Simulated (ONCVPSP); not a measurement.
## N (Z = 7), ONCV: configuration errors across variants

```
Element                 : N
Generator               : ONCVPSP 4.0.1
Type                    : optimised norm-conserving Vanderbilt (ONCV)
Functional              : PBE
Relativity              : scalar-relativistic
Frozen core             : [He]
Valence charge          : 5
Reference configuration : 2s1.5 2p3.5
Partial waves           : 2s: rc 1.15 bohr, ncon 4, nbas 7, qcut 6.1 1/bohr, local; 2p: rc 1.90 bohr, ncon 4, nbas 9, qcut 8.3 1/bohr, 2 projectors, debl 0.8 Ha
Local potential         : the s channel
Core correction         : Teter function fitted to the true core (icmod 2), fcfact 0.7
```

All-electron excitation energies from the reference (eV): (1) 2s2 2p3 -5.750; (2) 2s2 2p2 7.841; (3) 2s2 2p1 36.695; (4) 2s0 2p5 17.291.

Errors AE − PS in meV (a dash: test not solved or not reliable):

| change | (1) | (2) | (3) | (4) | bound ghosts | GHOST(+) flags above zero |
| --- | --- | --- | --- | --- | --- | --- |
| base | +0.5 | +74 | +427 | +4.4 | none | none |
| core correction Teter function fitted to the true core (icmod 2), fcfact 1.02 | +0.4 | +73 | +424 | +3.9 | none | none |
| all radii but the core radius scaled by about 1.16 (s 1.34, p 2.20 bohr) | -1.8 | +110 | +637 | -16 | none | none |
| s: qcut 7; p: qcut 9.5 | +1.1 | +57 | +329 | +9.5 | none | none |
| s: rc 1.14 | +0.5 | +73 | +427 | +4.4 | none | none |
| p: nbas 7 | +0.5 | +74 | +427 | +4.3 | none | none |

(1) Give the same row for: p: qcut 11.2.

## Answers

(1) +1.3, +60, +346, +12; bound ghosts: none; GHOST(+) flags above zero: none.
